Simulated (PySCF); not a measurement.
Cartesian coordinates in Å; atom numbers follow the order of the lines, from 1:
```xyz
18

C     3.4926   -0.0940   -0.3813
N     2.1266    0.3307   -0.3937
C     1.2133   -0.5395   -0.2711
C    -0.2180   -0.2042   -0.2746
C    -0.6447    1.1234   -0.4264
C    -2.0008    1.4244   -0.4298
C    -2.9481    0.4069   -0.2819
C    -2.5320   -0.9145   -0.1300
C    -1.1718   -1.2179   -0.1265
H     3.9852    0.2153   -1.3182
H     4.0336    0.4196    0.4308
H     3.6265   -1.1879   -0.2575
H     1.4511   -1.6187   -0.1534
H     0.1167    1.8976   -0.5404
H    -2.3282    2.4599   -0.5491
H    -4.0139    0.6474   -0.2853
H    -3.2695   -1.7119   -0.0136
H    -0.8412   -2.2537   -0.0078
```

Geometry: PBE0-D3(BJ)/def2-SVP; GIAO absolute shieldings from PySCF 2.14.0 with density-fitted response routines, gas phase, non-relativistic, averaged over equivalent atoms.

At PBE0/pcSseg-1 (198 basis functions, 33 s wall time on 1 thread of an x86-64 server CPU, shared host):
```json
{"atoms": "C3", "σ (ppm)": "18.5"}
{"atoms": "C4", "σ (ppm)": "43.4"}
{"atoms": "C7", "σ (ppm)": "48.1"}
{"atoms": "C5/C9", "σ (ppm)": "49.7"}
{"atoms": "C6/C8", "σ (ppm)": "50.7"}
{"atoms": "C1", "σ (ppm)": "133.1"}
{"atoms": "N2", "σ (ppm)": "-106.7"}
{"atoms": "H13", "σ (ppm)": "23.25"}
{"atoms": "H14/H18", "σ (ppm)": "23.28"}
{"atoms": "H15/H17", "σ (ppm)": "23.76"}
{"atoms": "H16", "σ (ppm)": "23.79"}
{"atoms": "H10/H11/H12", "σ (ppm)": "27.59"}
```

**Question.** Estimate the result of repeating the calculation with HF/pcSseg-1.

**Answer.** 
```csv
atoms,σ at HF/pcSseg-1,change
C3,24.2,+5.7
C4,49.2,+5.8
C7,52.0,+3.9
C5/C9,53.2,+3.5
C6/C8,56.2,+5.5
C1,144.5,+11.4
N2,-106.5,+0.2
H13,23.68,+0.43
H14/H18,23.49,+0.21
H15/H17,24.15,+0.39
H16,24.12,+0.33
H10/H11/H12,28.13,+0.54
```

The largest change is at C1 (methyl carbon bonded to N). Cost: 198 basis functions, 15 s wall time on 1 thread of an x86-64 server CPU, shared host. The order of the carbon signals is the same at both levels.
